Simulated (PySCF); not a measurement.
All of these have the formula C6H6NP. Method used: PySCF, TDDFT CAM-B3LYP/def2-SVPD, vertical, gas phase, core orbitals frozen in the response. Geometries: GFN2-xTB; one conformer of each isolated species. Triplets are in the Tamm–Dancoff approximation.

A. `C=Pc1cccnc1`
B. `C=Cc1cpccn1`
C. `C1=CP1n1cccc1`

Lowest singlet levels (six at most, fewer where fewer were computed) with oscillator strengths:

1. 302 nm (f 0.007); 281 nm (f 0.081); 258 nm (f 0.002); 242 nm (f 0.074); 236 nm (f 0.008); 214 nm (f 0.687); T1 3.09 eV
2. 276 nm (f 0.043); 255 nm (f 0.028); 245 nm (f 0.053); 241 nm (f 0.119); 230 nm (f 0.025); 207 nm (f 0.017); T1 2.76 eV
3. 239 nm (f 0.007); 231 nm (f 0.011); 218 nm (f 0.002); 214 nm (f 0.006); 201 nm (f 0.233); 196 nm (f 0.001); T1 4.19 eV

Question: Match each spectrum to its molecule.

Answer: 1 = B, 2 = A, 3 = C.
- A: S1 at 4.49 eV, HOMO→LUMO (44%), HOMO-2→LUMO (23%), HOMO-1→LUMO (19%); Löwdin shares by element: HOMO carbon 47% or more, phosphorus 21% (atoms not listed hold the other 32%); LUMO carbon 44% or more, phosphorus 35% (atoms not listed hold the other 21%); HOMO -8.46 and LUMO -0.91 eV.
- B: S1 at 4.11 eV, HOMO-1→LUMO (97%); Löwdin shares by element: HOMO carbon 66% or more (atoms not listed hold the other 34%); LUMO phosphorus 32%, carbon 26% or more, nitrogen 16% (atoms not listed hold the other 27%); HOMO -8.32 and LUMO -1.11 eV; point group Cs.
- C: S1 at 5.18 eV, HOMO-1→LUMO (78%), HOMO-3→LUMO (19%); Löwdin shares by element: HOMO carbon 84% or more (atoms not listed hold the other 17%); LUMO carbon 70% or more, phosphorus 9%, hydrogen 7% or more; HOMO -7.46 and LUMO 0.40 eV.
